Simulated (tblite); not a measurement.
Species: C5H6N3O (charge -1).
Structure used (GFN2-xTB), in Å, numbered top down from 1:
```
atom  x, y, z in Å
C1     2.975   -0.901   -0.093
C2     1.643   -0.851   -0.137
C3     0.843    0.308    0.104
N4     1.286    1.553    0.417
N5     0.252    2.329    0.557
N6    -0.897    1.673    0.355
C7    -0.561    0.419    0.073
O8    -1.461   -0.592   -0.201
C9    -2.792   -0.167   -0.153
H10    3.550   -0.021    0.138
H11    3.523   -1.812   -0.285
H12    1.072   -1.746   -0.373
H13   -2.978    0.631   -0.881
H14   -3.047    0.222    0.841
H15   -3.412   -1.037   -0.384
```

Computed with GFN2-xTB (tblite): harmonic, unscaled wavenumbers at the GFN2-xTB geometry, gas phase. The method is semi-empirical: single wavenumbers can be off by several per cent or more. One conformer, not necessarily the lowest.

Harmonic wavenumbers (cm⁻¹): 71.6, 115.1, 128.8, 134.4, 216.9, 226.7, 344.3, 346.7, 561.4, 616.3, 618.7, 685.9, 710.9, 750.5, 800.6, 981.9, 1003.9, 1032.3, 1069.6, 1133.2, 1140.7, 1167.5, 1177.9, 1260.4, 1294.5, 1353.9, 1394.2, 1402.2, 1458.0, 1466.5, 1496.7, 1500.8, 1658.1, 2898.1, 2928.3, 2961.9, 2991.7, 3048.7, 3120.8.

A = 2943, B = 1350, C = 931.0 MHz; mass 124.051 u (most abundant isotopes); point group Cs, symmetry number 1.

**Question.** What is the zero-point energy?

**Answer.** Half the sum of the wavenumbers: 23635 cm⁻¹ = 67.58 kcal/mol.

**Question.** Give the ideal-gas entropy at 500 K and 1 bar in the rigid-rotor, harmonic-oscillator model (classical rotation).

**Answer.** Translation 42.96, rotation 30.39, vibration 38.69: S = 112.0 cal/(mol K).

**Question.** And Cp and H(500 K) − H(0)?

**Answer.** Cp = 46.91 cal/(mol K), of which vibrations give 38.97 (their classical limit is 39 R = 77.5); H(500 K) − H(0) = 14.05 kcal/mol without the zero-point energy, 10.07 from vibrations.

**Question.** Which modes carry the vibrational entropy at 500 K?

**Answer.** 71.6 cm⁻¹: 5.13; 115.1 cm⁻¹: 4.19; 128.8 cm⁻¹: 3.97; 134.4 cm⁻¹: 3.89; 216.9 cm⁻¹: 2.96; 226.7 cm⁻¹: 2.87 cal/(mol K); the other 33 give 15.68 together.

**Question.** How do the functions run with temperature in this model?

**Answer.** 
```csv
T (K),S (cal/(mol K)),Cp (cal/(mol K)),H − H(0) (kcal/mol),G − H(0) (kcal/mol),ln q(vib)
50,56.7,11.9,0.46,-2.38,0.22
100,66.6,16.9,1.19,-5.48,1.08
298.15,91.8,32.0,6.01,-21.35,5.20
373.15,99.6,38.0,8.64,-28.54,6.74
750,133.6,59.2,27.44,-72.75,14.28
1000,151.7,66.8,43.26,-108.48,18.91
```

q(vib) and H(0) count from the zero-point level.

**Question.** Blend soft modes into free rotors: weight 1/[1 + (100 cm⁻¹/ν̃)⁴] for the oscillator and the rest for a rotor with moment μB/(μ + B), μ = h/(8π²ν), B = 10⁻⁴⁴ kg m². What vibrational entropy results?

**Answer.** 36.77 cal/(mol K) in place of 38.69, which changes −T·S at 500 K by +0.96 kcal/mol.

Hindered rotation and anharmonicity are outside this model. Other conformers, if any are populated, would add a mixing term that is left out.

Run on one thread of an Arm Neoverse V2, shared host. This covers the Hessian and the dipole derivatives.
